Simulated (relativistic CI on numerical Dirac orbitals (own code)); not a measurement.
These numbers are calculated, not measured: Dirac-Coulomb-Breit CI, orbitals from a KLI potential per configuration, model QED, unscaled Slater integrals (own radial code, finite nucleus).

The strongest absorption lines from the ground level of an ion, among the configurations computed and to levels below about 592 eV (vacuum wavelength in nm, gf): 2.1492 (1.1), 2.1506 (0.47), 2.1600 (0.5), 4.1406 (12), 4.1484 (7), 4.1551 (1), 4.1639 (9.8), 5.1274 (0.31).

Which ion is it?
A. Hg XXXVIII
B. W XXX
C. Hg XXXVI
D. Rn XLII

C. Hg XXXVI has 45 electrons and the ground level 4s²4p⁶4d⁹ ²D5/2; the strongest line goes to 4s²4p⁶4d⁸4f ²F°7/2. The pattern of lines fixes the number of electrons, and along that sequence the line energies rise steadily with the charge (about as its square where n changes within one kind of shell, about linearly where n is kept but much faster in heavy ions where fine structure, which grows about as Z⁴, sets the gap, and irregularly where shells cross), which fixes Z. Configurations outside the model, such as inner-shell arrays, can give stronger lines. At this charge energies of transitions that change n are usually good to better than 1 %, and those within a shell (Δn = 0) to a few per cent.

LS names give the leading component of a level, which can be under half, so a name can repeat, a term be missing and a line seem to break the LS rules.
